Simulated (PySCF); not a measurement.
Method: B3LYP-D3(BJ)/def2-TZVP // PBE-D3(BJ)/def2-SVP in PySCF 2.14.0. All species are isolated molecules in the gas phase. B3LYP has the VWN-RPA correlation part, as in Gaussian. 

Reference species: [Ti(F)4] (neutral, multiplicity 1).

- charge on the central atom (Mulliken): 1.67 e
- HOMO–LUMO gap: 8.68 eV
- HOMO: -12.23 eV

Changed species: [Nb(=O)(F)3] (M = Nb, oxo; the reference has M = Ti).

Problem. What does the change do to the charge on the central atom (Mulliken), HOMO–LUMO gap and HOMO?

Solution. the charge on the central atom (Mulliken) rises by 0.21 e, to 1.88 e; the HOMO–LUMO gap decreases by 1.11 eV, to 7.57 eV; the HOMO increases by 1.86 eV, to -10.37 eV.
